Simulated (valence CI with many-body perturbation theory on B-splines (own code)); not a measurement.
Zn24+ in three bases

Computed by configuration interaction combined with many-body perturbation theory (CI+MBPT): four valence electrons over a frozen Dirac-Fock core [He], a basis of 9 s, 9 p, 8 d, 6 f, 3 g, 1 h functions for each j, with the one-electron correlation potential Σ1, the two-electron term Σ2, the three-electron term Σ3, Breit, model QED; selected CI, second order for the rest, scaled by the run's own slope (own B-spline code, finite nucleus).

No measured levels were compared; by estimate levels of excited configurations hold to 0.05 to 0.15 % of their energy, terms of the ground configuration to about 0.5 %. Among the levels kept, up to 470 cm⁻¹ of a level comes from second order outside the variational space, and about a tenth of that is noise between levels of different J, which matters for small intervals.

The reference run has the lowest level 2s2 2p2 3P_0 and an ionisation energy of 2361.46 eV. Its largest variational space holds 25930 state functions.

Names give the largest LS component (configuration and term), which can be under half, so a name can repeat, a term be missing and a line seem to break the LS rules; names also repeat where a configuration has a term twice.

Changed runs:
A. basis 6 s, 6 p, 5 d, 3 f, 1 g
B. basis 5 s, 5 p, 4 d, 2 f

Excitation energies of the reference run in cm⁻¹, and shifts in cm⁻¹:

| Level | Reference | A | B |
| --- | --- | --- | --- |
| 2s2 2p2 3P_1 | 157625 | -35 | -109 |
| 2s2 2p2 3P_2 | 218058 | +35 | +87 |
| 2s2 2p2 1D_2 | 429156 | +71 | +204 |
| 2s2 2p2 1S_0 | 582486 | +150 | +481 |
| 2s 2p3 5S°_2 | 703561 | -261 | -809 |
| 2s 2p3 3D°_1 | 1026570 | +73 | +248 |
| 2s 2p3 3D°_2 | 1043040 | +45 | +155 |
| 2s 2p3 3D°_3 | 1103250 | +62 | +172 |
| 2s 2p3 3P°_0 | 1238140 | +97 | +344 |
| 2s 2p3 3P°_1 | 1258460 | +90 | +312 |
| 2s 2p3 3P°_2 | 1295040 | +106 | +347 |
| 2s 2p3 3S°_1 | 1428870 | +148 | +518 |
| Ionisation energy (eV) | 2361.46 | -0.022 | -0.08 |
